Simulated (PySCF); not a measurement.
Dipole moment and polarisability across levels of theory

Species: CH6Al2Cl2O.
Cartesian coordinates in Å at the PBE0-D3(BJ)/def2-SVP level; atoms count from 1:
```xyz
12
CH6Al2Cl2O angstrom
C     -2.0507   -0.9804    0.1316
O     -1.7220    0.3679    0.1458
Al    -0.3750    1.3815    0.1538
Cl     1.1031    0.6471    1.7802
Al     2.5667   -0.1022    0.1565
Cl     1.1206    0.6791   -1.4706
H     -1.2633   -1.6154    0.5802
H     -2.9790   -1.1529    0.7025
H     -2.2220   -1.3400   -0.8990
H     -0.4914    2.9418    0.1622
H      2.5176   -1.6786    0.1405
H      3.8404    0.8267    0.1737
```

PySCF, dipoles from the SCF density, polarisabilities from static response with core orbitals frozen. Geometry: PBE0-D3(BJ)/def2-SVP, one conformer, isolated molecule.

Question: How do dipole and polarisability depend on functional and basis here?

Answer: 

```tsv
level	μ (D)	α (au)	anisotropy (au)
LDA/def2-SVPD	0.783	101.41	16.68
PBE/def2-SVPD	0.745	99.53	15.76
B3LYP/def2-SVPD	0.794	95.22	13.73
PBE0/def2-SVPD	0.787	94.53	13.71
BHandHLYP/def2-SVPD	0.845	90.58	12.00
CAM-B3LYP/def2-SVPD	0.839	93.49	12.98
wB97X-D/def2-SVPD	0.820	93.40	13.20
LC-wPBE/def2-SVPD	0.866	91.31	12.60
HF/def2-SVPD	0.892	85.57	10.03
PBE0/6-31G*	0.993	76.17	14.90
PBE0/def2-SVP	0.930	76.55	17.82
PBE0/6-31+G*	0.955	83.90	13.89
PBE0/aug-cc-pVDZ	0.738	95.78	14.21
PBE0/def2-TZVP	0.785	89.63	14.78
```

The anisotropy is √(½[(α1 − α2)² + (α2 − α3)² + (α3 − α1)²]). The dipole runs from 0.74 D (PBE0/aug-cc-pVDZ) to 0.99 D (PBE0/6-31G*). No reference polarisability is at hand; against PBE0 in the largest diffuse basis at hand (aug-cc-pVDZ) the other PBE0 rows deviate by 6-31G* -20%, def2-SVP -20%, 6-31+G* -12%, def2-SVPD -1%, def2-TZVP -6%. In one basis (def2-SVPD) the functionals order the polarisability from HF (lowest) to LDA (highest), a spread of 19%. With PBE0 the polarisability is 80.78 au without diffuse functions (mean of 6-31G*, def2-SVP and def2-TZVP) and 91.41 au with them (mean of 6-31+G*, def2-SVPD and aug-cc-pVDZ).

Without π bonds the low states are Rydberg-like; a valence basis with one diffuse set may place them up to an eV too high.
